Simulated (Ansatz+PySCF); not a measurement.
**singlet ZrF₄: levels of theory in one basis**

| atom | x (Å) | y (Å) | z (Å) |
| --- | --- | --- | --- |
| Zr | 0.0463 | 0.0178 | -0.0062 |
| F | 1.0746 | 1.0612 | 1.1263 |
| F | 1.0639 | -1.0626 | -1.1185 |
| F | -1.0655 | 1.0725 | -1.0595 |
| F | -1.1167 | -1.0521 | 1.1092 |

Basis set: def2-SVP (spherical functions, with the set's core potentials past Kr). Correlated methods keep 4 orbitals frozen. Charge 0, multiplicity 1.

Computed with Ansatz (development build ahead of 0.2.0); each method stands on the lowest determinant of its kind that the runs found.

```json
{"method": "RHF", "E − E(RHF) (eV)": "0.00", "<S²> of the determinant": "0.00"}
{"method": "RHF-CCSD", "E − E(RHF) (eV)": "-26.95", "<S²> of the determinant": "–"}
{"method": "RHF-CCSD(T)", "E − E(RHF) (eV)": "-27.57", "<S²> of the determinant": "–"}
```

(1) What does RHF-MP2 give on the same scale?

(2) Is a single determinant a sound starting point here?

Results:

(1) -27.06 eV.

(2) By this sign, yes. Unrestricted orbitals gain 0.00 eV and <S²> is 0.00 against 0.00 for a pure state.

Caution: other spin multiplicities were not run.
